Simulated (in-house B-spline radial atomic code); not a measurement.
Configurations of Ni³⁺, with energies counted from [Ar] 3d7. All numbers are computed (scalar-relativistic (X2C) HSE06, spin-polarised, spherical fractional occupations, exact exchange averaged over the configuration; Fermi nucleus of rms radius 3.7757 fm) with a radial B-spline atomic code at the basis-set limit, not measured. Shells without spins written out take the highest spin.

Occupations are held fixed; configurations that lie above the ionisation limit could autoionise.

```tsv
configuration	E - E(ref) (eV)	highest orbital	its <r> (bohr)
[Ar] 3d6 4s1	12.684	4s up	2.043
[Ne] 3s2 3p5 3d7 4s1	77.775	4s up	2.037
[Ne] 3s2 3p5 3d7 4p1	86.444	4p up	2.318
[Ne] 3s2 3p5 3d7 4d1	98.148	4d up	3.108
```

Order these further configurations by energy, lowest first.
A. [Ne] 3s2 3p5 3d8
B. [Ar] 3d6 4f1
C. [Ar] 3d6 4d1
D. [Ne] 3s2 3p5 3d7 4f1
E. [Ar] 3d6 4p1

E (21.319 eV), C (32.963 eV), B (40.583 eV), A (64.832 eV), D (105.82 eV).
